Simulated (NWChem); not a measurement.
YCl₃; SMILES [Cl][Y]([Cl])[Cl]

Computed with NWChem. Geometry: optimised at PBE0/def2-SVP. def2 effective core potentials on Y; no spin-orbit coupling. Vertical excitations in the gas phase; the lowest state need not have the same character in each row.

For level PBE/def2-SVP, full TDDFT:

| Property | Value |
|---|---|
| lowest excitation, singlet (eV) | 3.98 |
| lowest state with f > 0.02, singlet (eV) | 4.32 |
| orbital gap (eV) | 3.98 |

Question: What are these values for level Hartree-Fock/def2-SVP, TDHF?

Answer: 
| Property | Value |
|---|---|
| lowest excitation, singlet (eV) | 7.00 |
| lowest state with f > 0.02, singlet (eV) | 7.26 |
| orbital gap (eV) | 11.91 |
